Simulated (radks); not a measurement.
Question: Charge is removed step by step from the 5p (averaged over the sub-levels emptied) level of Ir, starting from [Xe] 4f14 5d7 6s2. Code: a radial shooting solver on a logarithmic mesh with Libxc functionals. Model: Dirac Kohn-Sham, PBEsol, spin-unpolarised, spherical densities, point nucleus; open shells are shared between the two j in proportion to 2j + 1. At the starting occupation the eigenvalue is -55.527 eV. Estimate the energy to remove one whole electron from this level, the eigenvalue at the end, and how far E(n) bends from a straight line.

Answer: Delta-SCF 61.854 eV; final eigenvalue -68.525 eV; the deviation from the straight line is -1.627 eV at 0.5 electron removed, the largest on the grid computed. Slater's transition state (half an electron removed) gives 61.768 eV. Integrating minus the eigenvalue over the occupation (Janak's theorem) gives 61.854 eV. The mean slope of the eigenvalue, de/dn, is 13.0 eV per electron.
